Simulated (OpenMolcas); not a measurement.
An OpenMolcas run meant for Tb⁴⁺ (ANO-R2, X2C; inactive shells 1s 2s 2p 3s 3p 3d 4s 4p 4d 5s 5p; intended active space 7 electrons in 7 orbitals (4f)). One step of its input:

```
&RASSCF
FileOrb=start.orb
Symmetry=2
Spin=9
nActEl=7 0 0
Inactive=15 12
Ras2=0 7
CIRoot=1 1 1
SDav=1
CIMx=300
Iter=99 100
PrWF=0.3
OrbListing=Nothing
MaxOrb=0
Atom
>>> COPY $Project.JobIph JOB001
```

Lines from the output:

```
--- SEWARD ---
Basis set label: TB.ANO-R...8S6P4D3F1G.

      Electronic valence basis set:
      ------------------
      Associated Effective Charge  65.000000 au
      Associated Actual Charge     65.000000 au
      Nuclear Model: Finite nucleus - Gaussian distribution
        Gaussian exponent, Xi/bohr**(-2):  1.61554E+08

      Shell  nPrim  nBasis  Cartesian Spherical Contaminant
         s      25       8        X
         p      19       6        X
         d      12       4                 X
         f      10       3                 X
         g       5       1                 X
                  Relativistic X2C integrals
                  Atomic mean-field integrals
--- RASSCF ---

 Nr of active orbitals     NAC=   7
 Spin degeneracy         ISPIN=   9
 There can be no such wave function.
 ************************************************
--- Stop Module: rasscf at  /rc=_RC_INPUT_ERROR_ ---
.####################.
.# User input error #.
.####################.
```

Question: What is wrong with the input?

Answer: The spin multiplicity does not fit the number of active electrons: an even count needs an odd multiplicity and the reverse.
